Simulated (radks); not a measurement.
The numbers below are computed, except where a source is named.
Tl48+, configuration [Ar] 3d10 4s2 4p3.

Level of theory: scalar-relativistic Kohn-Sham, PBE, spin-unpolarised, spherical densities, point nucleus (a radial shooting solver on a logarithmic mesh with Libxc functionals).

Energy parts (Ry):
part                       energy
total                 -37187.3751
kinetic                42298.2879
electron-nucleus      -86035.5118
Hartree                 7109.5187
exchange-correlation    -559.6699

Orbitals (lengths in bohr, moments of r in powers of bohr; <r^-3> diverges for s and p1/2):
| orbital | occ. | eigenvalue (Ry) | <1/r> | <r^4> | <r^-3> |
|---|---|---|---|---|---|
| 1s | 2 | -6479.269 | 99.54 | 3.750e-07 | - |
| 2s | 2 | -1303.830 | 23.39 | 0.00005404 | - |
| 2p | 6 | -1147.133 | 20.62 | 0.00004445 | 28230 |
| 3s | 2 | -442.6455 | 8.810 | 0.001816 | - |
| 3p | 6 | -397.2610 | 8.011 | 0.001969 | 6782 |
| 3d | 10 | -352.0207 | 7.526 | 0.001454 | 834.4 |
| 4s | 2 | -212.1950 | 4.298 | 0.02577 | - |
| 4p | 3 | -195.1211 | 3.985 | 0.02984 | 2299 |

The highest occupied level is 4p at -2654.8 eV. Summed over all electrons, <r^2> = 1.327 bohr^2, which gives a Langevin (diamagnetic) susceptibility term of -1.05 x 10^-6 cm^3/mol. For comparison, the ionisation energy in NIST's Atomic Spectra Database is 2635 eV (theoretical). In exact Kohn-Sham theory the highest level is minus the ionisation energy, but local and semilocal functionals leave it too shallow, through self-interaction and a potential that decays too fast; potentials with the right tail come closer.

Beside tabulated values, note that spin-unpolarised runs miss the spin-polarisation part of the exchange energy of open shells, and scalar-relativistic runs lack spin-orbit coupling.
